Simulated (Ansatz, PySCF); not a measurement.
This PySCF input computes a CCSD(T)/cc-pVDZ energy:

```python
from pyscf import gto, scf, mp, cc as ccmod

mol = gto.M(
    atom='''
    F    -0.59245173    1.08365604    0.04027129
    C     0.00000000   -0.00000000    0.00000000
    F    -0.64286993   -1.05424444   -0.04709727
    F     1.23532166   -0.02941160    0.00682598
    ''',
    basis='cc-pvdz',
    charge=1,
    spin=0,
    verbose=4,
)

mf = scf.RHF(mol)
mf.conv_tol = 1e-10
mf.max_cycle = 100
mf.kernel()
mp2 = mp.MP2(mf, frozen=4).run()
cc = ccmod.CCSD(mf, frozen=4)
cc.max_cycle = 100
cc.kernel()
et = cc.ccsd_t()
print(f'E(CCSD(T)) = {cc.e_tot + et:.9f}')
```

Q: Write an input for the same energy in Ansatz (a first-principles code) and say what it gives.

A: 
Ansatz 0.2 input:
```yaml
crystal:
  periodic: [false, false, false]
  atoms:
    - {symbol: F, position_ang: [-0.59245173, 1.08365604, 0.04027129]}
    - {symbol: C, position_ang: [0.00000000, -0.00000000, 0.00000000]}
    - {symbol: F, position_ang: [-0.64286993, -1.05424444, -0.04709727]}
    - {symbol: F, position_ang: [1.23532166, -0.02941160, 0.00682598]}
basis:
  gaussian:
    orbitals: cc-pVDZ
total_charge: 1
magnetization: {spin_polarized: false}
correlation: {method: ccsd_t, electrons: outside_noble_gas}
```
It gives -336.52129 Eh, and PySCF -336.52130 Eh, a difference of 0.01 mEh.
